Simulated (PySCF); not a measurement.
Compound: C7H7O (doublet state).
Geometry (GFN2-xTB, Å), atoms numbered from 1 in this order:
```
atom  x, y, z in Å
C1     3.143   -0.273   -0.153
C2     1.857   -0.229   -0.174
C3     0.517   -0.127   -0.199
C4    -0.438   -1.074    0.144
C5    -1.826   -0.565   -0.004
C6    -1.667    0.855   -0.551
C7    -0.174    1.121   -0.633
O8     0.337    2.151   -0.987
H9     3.728   -0.598   -1.003
H10    3.718    0.011    0.720
H11   -0.218   -2.067    0.490
H12   -2.346   -0.572    0.961
H13   -2.411   -1.202   -0.675
H14   -2.092    0.966   -1.549
H15   -2.131    1.610    0.083
```

The hyperfine couplings belong to this conformer and change with its torsions.

Identity: `C=[C]C1=CCCC1=O` [radical].

Method used: PySCF, UKS B3LYP, pcH-1 on C H O, non-relativistic, mean-field spin-orbit, GIAO. Isolated species at its GFN2-xTB geometry, gas phase. Couplings are sensitive to structure, and on GFN2-xTB geometries they can be far from those on DFT ones. Stability of the SCF solution: not tested. ⟨S²⟩ is 0.779 where a pure state has 0.75.

Task: Match the computed a_iso(13C) values +59.6, +51.1, -49.8, -41.7, -22.7, +7.3, +1.1 MHz with the sites C1; C2; C3; C4; C5; C6; C7.

Result: 
```tsv
site	a_iso (MHz)	ρ(0) (bohr⁻³)	position	distance from C4 (Å)	spin population	largest |T| (MHz)
C1	-41.7	-0.0371	1 bond from C2	3.68	-0.11	10.1
C2	+51.1	+0.0455	a main spin site	2.47	+0.61	96.2
C3	-49.8	-0.0443	1 bond from C2	1.39	-0.23	24.0
C4	+59.6	+0.0530	largest spin population	0.00	+0.66	104.3
C5	-22.7	-0.0202	1 bond from C4	1.49	-0.06	1.6
C6	+1.1	+0.0010	2 bonds from C4	2.39	0.00	1.1
C7	+7.3	+0.0065	2 bonds from C4	2.34	+0.02	1.5
```

ρ(0) is the spin density at the nucleus and T the dipolar tensor; entries for several nuclei are means. The Mulliken spin populations are largest on C4 (+0.66), C2 (+0.61), C3 (-0.23) and C1 (-0.11). The positive populations add up to 1.46 and the negative ones to -0.46, together 2S = 1. The angles at C4 add up to 360.0°, so it is planar; its axial dipolar tensor and the negative coupling of its proton fit spin in a p orbital normal to that plane. Main spin sites, with 60 % or more of the largest population: C2, C4; positions count bonds from the nearest.

Nuclei that the bonding pattern makes equivalent are averaged, as if the motion that swaps them (rotation, inversion, ring flip) were fast.

Time: 61 s (with the writing of density and orbital grids); peak memory 0.96 GiB. Hardware: one thread, Arm Neoverse V1 (aarch64), shared host with 64 logical CPUs at a one-minute load of 18.
